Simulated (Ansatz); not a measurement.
Molecule: LiCl, net charge 1, doublet state. 
Geometry from a B3LYP-D3(BJ)/def2-TZVP (Ansatz, a program for electronic structure) optimisation:
```
Li
Cl 1 2.3829
```
Charge +1, spin multiplicity 2.

Parts of the frozen-core correlation energy in def2-SVP (Ansatz, hartree). Frozen orbitals: 6; correlated occupied orbitals by spin: 4 and 3; virtual: 17 and 18. UHF or UKS for open shells. No spin-orbit coupling. Non-relativistic.

```json
[
 {"term": "reference (HF)", "value": "-466.57126"},
 {"term": "MP2 opposite-spin", "value": "[?]"},
 {"term": "MP2 same-spin", "value": "[?]"},
 {"term": "CCSD correlation", "value": "-0.12743"},
 {"term": "(T)", "value": "[?]"},
 {"term": "CCSDT minus CCSD(T)", "value": "-0.00022"},
 {"term": "CCSDT(Q) minus CCSD(T)", "value": "-0.00034"},
 {"term": "T1 diagnostic", "value": "0.006"},
 {"term": "largest doubles amplitude", "value": "0.047"},
 {"term": "<S^2> of the reference", "value": "0.756"}
]
```

What belongs in the gaps?


- MP2 opposite-spin, value: -0.08314
- MP2 same-spin, value: -0.02741
- (T), value: -0.00125
